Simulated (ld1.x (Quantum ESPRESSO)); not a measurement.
**sulfur: one change to an ultrasoft potential, before and after**

S, ultrasoft, made with ld1.x (Quantum ESPRESSO) 7.5 (BLYP, scalar-relativistic). Core [Ne], reference 3s2 3p4. Waves: 3s (bound): rcut 1.00, rcutus 1.35 bohr; 3s channel at -0.85 Ry: rcut 1.00, rcutus 1.35 bohr; 3p (bound): rcut 1.20, rcutus 1.40 bohr; 3p channel at 1 Ry: rcut 1.20, rcutus 1.40 bohr; 3d channel at 0.2 Ry: rcut 1.15, rcutus 1.40 bohr. Local part: all-electron potential smoothed inside 1.20 bohr (lloc = -1). Core correction: a·sin(br)/r model core, default radius (core density twice the valence density). Augmentation charge: built from norm-conserving waves at rcut, not smoothed further.

Change: waves 3s (bound): rcut 1.00, rcutus 2.04 bohr; 3s channel at -0.85 Ry: rcut 1.00, rcutus 2.04 bohr.

Cutoffs: the cutoffs (Ry, on a coarse ladder) from which the occupation-weighted sum of valence levels, in a spherical-Bessel basis at the reference potential, stays within 10 and 1 mRy of its value at 400 Ry; they do not see the model core or the augmentation charge, which bear on the density cutoff. Errors are all-electron minus pseudo energies relative to the spin-unpolarised reference configuration.

Question: What does the change do?

Answer: The potential gets softer (18 Ry and 40 Ry → 15 Ry and 18 Ry); of the 7 tests that both files solve, the error grows in 3 and shrinks in 2 by more than 15 % and 0.3 meV (median size 2.4 → 1.5 meV); neither file shows a bound ghost. A larger radius leaves more room for a smooth pseudo-wave, so fewer plane waves are needed.

| quantity | base | changed |
| --- | --- | --- |
| cutoff, loose | 18 Ry | 15 Ry |
| cutoff, tight | 40 Ry | 18 Ry |
| loose cutoff by channel (10 mRy a level) | s 18 Ry, p 10 Ry | s 8 Ry, p 10 Ry |
| bound ghosts | none | none |
| error for 3s2 3p3, meV [ΔE 11.62 eV] | +0.6 | +0.7 |
| error for 3s2 3p2, meV [ΔE 33.76 eV] | +9.3 | +11 |
| error for 3s2 3p1, meV [ΔE 67.68 eV] | +41 | +52 |
| error for 3s1 3p5, meV [ΔE 10.32 eV] | -1.4 | -0.9 |
| error for 3s1 3p4, meV [ΔE 22.49 eV] | -2.4 | -1.5 |
| error for 3s2 3p4.3, meV [ΔE -1.67 eV] | +0.2 | +0.2 |
| error for 3s2 3p0, meV [ΔE 114.44 eV] | +122 | +167 |
| lowest overlap eigenvalue by channel | s 0.46, p 0.46, d 1.00 | s 0.36, p 0.46, d 1.00 |
